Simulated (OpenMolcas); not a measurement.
Computed transition rates of Nd3+

```
Program             : OpenMolcas 26.06
Method              : CASSCF
Basis               : ANO-RCC-VTZP [8s7p5d3f2g1h]
Scalar Hamiltonian  : DKH2, point nucleus
Active space        : 3 electrons in 7 orbitals (4f)
State averaging     : 2S+1 = 4 odd, 35 roots (21 in the spin-orbit step); 2S+1 = 2 odd, 112 roots (35 in the spin-orbit step)
Spin-orbit coupling : state interaction with AMFI integrals over the reference wave functions, term energies averaged over their components
```

Rates come from the transition moments of the reference wave functions (E1 and E2 in the length form). At fixed line strength A goes as λ^-3 for E1 and M1 and as λ^-5 for E2, so a rate at the computed wavelength can be rescaled to the measured one. Measured vacuum wavelengths follow from level energies in the list in Arab et al., J. Quant. Spectrosc. Radiat. Transfer 229, 145 (2019) and Gaigalas et al. (2019), from Wyart et al. (2007). Branching counts decays inside the model space alone, at computed energies, and the table is only a selection of the M1 lines, drawn from those between levels with measured partners whose computed energy lies within a factor of 1.5 of the measured one.

```csv
Upper,Lower,Type,λ computed (nm),λ measured (nm),A computed (s-1),A rescaled (s-1),Branching %
4f³ ⁴F°_5/2,4f³ ⁴F°_3/2,M1,12570,9529,2.18e-02,5.00e-02,100.0
4f³ ⁴F°_7/2,4f³ ⁴F°_5/2,M1,12350,10290,2.15e-02,3.72e-02,47.5
4f³ ⁴I°_11/2,4f³ ⁴I°_9/2,M1,5036,5271,3.32e-01,2.90e-01,100.0
4f³ ⁴I°_13/2,4f³ ⁴I°_11/2,M1,4642,4974,4.86e-01,3.95e-01,100.0
4f³ ⁴I°_15/2,4f³ ⁴I°_13/2,M1,4428,4805,3.72e-01,2.91e-01,100.0
4f³ ²H°_9/2,4f³ ⁴I°_11/2,M1,710.7,917.2,1.38e+00,,41.1
4f³ ²H°_9/2,4f³ ⁴I°_9/2,M1,622.8,781.2,1.98e+00,,58.9
4f³ ⁴F°_7/2,4f³ ⁴I°_9/2,M1,556.5,728.9,4.34e-03,,9.6
```

Spin-changing lines and M1 lines between different terms are not rescaled, since their strength hangs on the term gaps too.

The largest correction is for 4f³ ⁴F°_5/2 → 4f³ ⁴F°_3/2 (M1): 2.18e-02 × (12570 / 9529)^3 = 5.00e-02 s-1, a factor of 2.30.

The computed rate and branching of 4f³ ⁴I°_11/2 → 4f³ ⁴I°_9/2 give the upper level a radiative lifetime of 1.000 / 3.32e-01 s-1 = 3.01e+00 s, counting decays inside the model space alone. The rescaled rate gives about 3.5e+00 s.

The computed order of these levels differs from the measured one in 1 place, and where term gaps are wrong the rates of spin-changing lines can be off by large factors.

These are rates of the free ion; in crystals, glasses and complexes forced electric-dipole and non-radiative decay shorten such lifetimes by orders of magnitude. No measured rate stands beside these. Rescaling mends the energy factor alone: line strengths can still be far off where a level mixes with configurations outside the active space, and weak or spin-changing lines hang on small mixing coefficients that depend on the term gaps too, so rescaling need not improve them.

High states are left out of the spin-orbit mixing, which shifts the levels that they would mix with. Without dynamic correlation excited terms often stand tens of per cent too high (terms of higher spin than the ground term too low), and those without a measured partner can miss by more than the paired ones. Measured partners are found by configuration, term and J. A level has none where our copy of the source lacks it or the pairing is in doubt (some pairs that miss far off the trend of their configuration count as doubtful). Only configurations of the active space appear.

° marks odd parity.
